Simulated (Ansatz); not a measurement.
This geometry of C2H10B2OSi (16 atoms, charge 0, multiplicity 1) is a first-order saddle point.

Computed with RKS PBE0-D4/STO-3G (Ansatz 0.2.0).

```xyz
16
Properties=species:S:1:pos:R:3
C 1.452 -0.926 -1.750
Si 0.992 -1.014 0.063
B -0.501 0.168 0.579
C -1.322 -0.187 1.878
B -0.900 1.421 -0.421
O -0.209 2.616 -0.515
H 2.306 -1.572 -1.975
H 1.722 0.094 -2.041
H 0.622 -1.242 -2.389
H 2.145 -0.619 0.845
H 0.712 -2.392 0.403
H -0.761 -0.755 2.631
H -1.793 0.673 2.368
H -2.145 -0.843 1.545
H -1.754 1.204 -1.228
H -0.588 3.351 0.050
```

(1) Which two structures does it join? (They come from a converged band through this point; their orientation in space is the band's.)

(2) How far does it lie above each of them?

Results:

(1) No bond is made or broken. The dihedral B3–B5–O6–H16 goes from 179 to -2°.

Initial state:

```xyz
16
Properties=species:S:1:pos:R:3
C 1.424 -0.803 -1.797
Si 1.017 -1.020 0.019
B -0.454 0.127 0.662
C -1.205 -0.284 1.986
B -0.953 1.412 -0.253
O -0.401 2.646 -0.120
H 2.256 -1.447 -2.099
H 1.709 0.230 -2.018
H 0.568 -1.051 -2.430
H 2.201 -0.694 0.788
H 0.741 -2.420 0.263
H -0.622 -0.914 2.669
H -1.608 0.565 2.551
H -2.074 -0.887 1.671
H -1.794 1.233 -1.065
H -0.826 3.285 -0.782
```

Final state:

```xyz
16
Properties=species:S:1:pos:R:3
C 1.300 -0.867 -1.885
Si 0.979 -0.967 -0.042
B -0.504 0.174 0.581
C -1.281 -0.246 1.885
B -0.958 1.491 -0.311
O -0.492 2.767 -0.236
H 2.161 -1.479 -2.173
H 1.505 0.161 -2.198
H 0.438 -1.219 -2.460
H 2.176 -0.525 0.646
H 0.783 -2.353 0.322
H -0.706 -0.867 2.583
H -1.722 0.591 2.440
H -2.127 -0.867 1.543
H -1.774 1.345 -1.153
H 0.200 2.840 0.502
```

(2) 105.7 kJ/mol above the first and 104.3 kJ/mol above the second. This is the barrier of this one path; another mechanism may lie lower. Limits of this set-up: minimal basis.

The run took 3.1 min on 1 thread of AMD EPYC 7R43 64-Core Processor (Zen 3), on a shared host, peak memory 0.14 GiB.
